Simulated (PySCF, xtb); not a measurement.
C5H4O2, SMILES C(=C)=C1OC=CO1.

GFN2-xTB run with xtb at its own geometry gives an orbital gap of 3.59 eV and a dipole moment of 1.22 D.

Coordinates come from a TPSSh-D3(BJ)/def2-SVP optimisation. This is a generated structure with no PubChem entry under its InChIKey; it may be hypothetical.

Task: What does PBE/def2-TZVP in PySCF give? (The exact figures need the calculation; the answer reports its results.)

Result: gap 2.96 eV (levels -4.47 and -1.51 eV), dipole 1.63 D.
